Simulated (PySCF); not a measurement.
Gas-phase reaction: 2 GeS + 4 GeO2 ⇌ 3 Ge2O2 + 2 SO

Method: PySCF energies plus ideal-gas RRHO corrections (1 bar). † marks an energy on the PBE0/def2-TZVP geometry and frequencies. MP2 and CCSD(T) freeze the core. Open shells (unrestricted): SO (multiplicity 3); the rest are closed-shell singlets. B3LYP is the form with VWN-RPA correlation. Ge: all electrons, no relativistic terms. GeO2, Ge2O2: computed as isolated molecules; such fragments, hydroxides, amides, oligomers or adducts are transient or little studied in the gas. MP2 isn't extrapolated to the basis-set limit; its ΔH°(298 K) is -521.2 kJ in def2-SVP and -574.0 kJ in def2-TZVPP. CCSD(T) isn't extrapolated to the basis-set limit; its ΔH°(298 K) is -612.7 kJ in def2-SVP and -684.9 kJ in def2-TZVPP. The harmonic model lacks anharmonicity and excited electronic states, which grow with temperature; levels with a mode under 35 cm⁻¹ are left out. Warning, large T1 diagnostic: GeO2 (CCSD(T)/def2-TZVPP†).

```json
[
 {"level": "B3LYP/def2-TZVP†", "ΔE electronic, kJ": "-732", "ΔH°(298 K), kJ": "-735", "ΔS°(298 K), J/K": "-112", "ΔG°(1200 K), kJ": "-601"},
 {"level": "CCSD(T)/def2-TZVPP†", "ΔE electronic, kJ": "-682", "ΔH°(298 K), kJ": "-685", "ΔS°(298 K), J/K": "-112", "ΔG°(1200 K), kJ": "-551"},
 {"level": "HF/def2-TZVP†", "ΔE electronic, kJ": "-1086", "ΔH°(298 K), kJ": "-1089", "ΔS°(298 K), J/K": "-112", "ΔG°(1200 K), kJ": "-955"},
 {"level": "MP2/def2-SVP†", "ΔE electronic, kJ": "-519", "ΔH°(298 K), kJ": "-521", "ΔS°(298 K), J/K": "-112", "ΔG°(1200 K), kJ": "-387"},
 {"level": "PBE0/def2-QZVP†", "ΔE electronic, kJ": "-765", "ΔH°(298 K), kJ": "-767", "ΔS°(298 K), J/K": "-112", "ΔG°(1200 K), kJ": "-634"},
 {"level": "LDA/def2-TZVP†", "ΔE electronic, kJ": "-706", "ΔH°(298 K), kJ": "-709", "ΔS°(298 K), J/K": "-112", "ΔG°(1200 K), kJ": "-575"},
 {"level": "ωB97M-V/def2-TZVP†", "ΔE electronic, kJ": "-831", "ΔH°(298 K), kJ": "-833", "ΔS°(298 K), J/K": "-112", "ΔG°(1200 K), kJ": "-699"},
 {"level": "ωB97X-V/def2-TZVP†", "ΔE electronic, kJ": "-815", "ΔH°(298 K), kJ": "-817", "ΔS°(298 K), J/K": "-112", "ΔG°(1200 K), kJ": "-684"}
]
```
ΔH° is lowest at HF/def2-TZVP† and highest at MP2/def2-SVP†. No reference value is set beside these.
